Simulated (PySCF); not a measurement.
Computed shifts of a molecule C5H9N, PySCF with PBE0/pcSseg-1, GIAO, gas phase, equivalent atoms averaged, in ppm (number of nuclei): ¹³C: 87.1 (1), 76.6 (1), 56.7 (1), 40.7 (1), 25.2 (1). ¹⁵N: 49.9 (1). ¹H: 2.95 (1), 2.79 (3), 2.75 (1), 2.66 (1), 2.27 (1), 2.06 (1), -0.34 (1). References: ¹³C against TMS (σ = 186.3 ppm); ¹⁵N against NH3 (σ = 267.4 ppm); ¹H against TMS (σ = 31.56 ppm), references at their B3LYP-D3(BJ)/def2-TZVP geometries, non-relativistic. The structure is a stationary point at B3LYP-D3(BJ)/def2-SVP. The values are those of a single conformer.

Problem. Identify the compound among the candidates.
A. C[C@]1(N)C=CC1
B. C#CCCNC
C. CCC=C=CN
D. C=C/C=C/CN

Solution. B, C#CCCNC
